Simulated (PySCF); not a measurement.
## Spinor energies of In³²⁺ (indium, charge +32)

Start: [Ne] 3s2 3p5; 3p1/2 filled at m_j = -1/2, +1/2; 3p3/2 filled at m_j = -1/2, +1/2, +3/2. Calculated with PySCF 2.14 in an uncontracted even-tempered set (19 s from 5.5 bohr⁻², ratio 2.4; 14 p from 7.2 bohr⁻², ratio 2.4; 5 d from 29 bohr⁻², ratio 2.6; 4 f from 44 bohr⁻², ratio 2.6): generalised Hartree-Fock with the X2C-1e Hamiltonian and a Gaussian nucleus; one run each with spin-orbit coupling (SO) switched off, then screened by Boettger's factors.

```json
{"spinor shell": "1s1/2", "electrons": "2", "ε, spin-free (eV)": "-29763.0", "ε, screened SO (eV)": "-29760.0", "weight of nominal j (screened SO)": "1.000", "rms radius, screened SO (bohr)": "0.0340"}
{"spinor shell": "2s1/2", "electrons": "2", "ε, spin-free (eV)": "-5923.4", "ε, screened SO (eV)": "-5922.2", "weight of nominal j (screened SO)": "1.000", "rms radius, screened SO (bohr)": "0.137"}
{"spinor shell": "2p1/2", "electrons": "2", "ε, spin-free (eV)": "-5485.8", "ε, screened SO (eV)": "-5635.7", "weight of nominal j (screened SO)": "1.000", "rms radius, screened SO (bohr)": "0.119"}
{"spinor shell": "2p3/2", "electrons": "4", "ε, spin-free (eV)": "-5485.8", "ε, screened SO (eV)": "-5416.3", "weight of nominal j (screened SO)": "1.000", "rms radius, screened SO (bohr)": "0.123"}
{"spinor shell": "3s1/2", "electrons": "2", "ε, spin-free (eV)": "-2198.9", "ε, screened SO (eV)": "-2198.4", "weight of nominal j (screened SO)": "1.000", "rms radius, screened SO (bohr)": "0.336"}
{"spinor shell": "3p1/2", "electrons": "2", "ε, spin-free (eV)": "-2054.3", "ε, screened SO (eV)": "-2088.4", "weight of nominal j (screened SO)": "0.996", "rms radius, screened SO (bohr)": "0.325"}
{"spinor shell": "3p3/2", "electrons": "3", "ε, spin-free (eV)": "-2054.3", "ε, screened SO (eV)": "-2038.3", "weight of nominal j (screened SO)": "0.997", "rms radius, screened SO (bohr)": "0.333"}
```

| quantity | spin-free | screened SO |
| --- | --- | --- |
| E (hartree) | -5108.40866 | -5110.28098 |
| M_J | 3/2 | 3/2 |
| ⟨J²⟩ | 3.751 | 3.751 |
| ⟨L²⟩ | 2.001 | 2.008 |
| ⟨S²⟩ | 0.750 | 0.758 |

Each row is a mean over spinors that exchange with the open shell spreads, by up to 17.030 eV (3s1/2).

Breit and QED terms are absent; they matter most for the inner s and p1/2 levels.

Densities and radii are taken from the X2C orbitals without a picture-change correction, which distorts them close to the nucleus.

Without spin-orbit coupling the j labels of p, d and f shells carry no meaning; the spin-free column gives the mean over the occupied spinors of each nl shell.
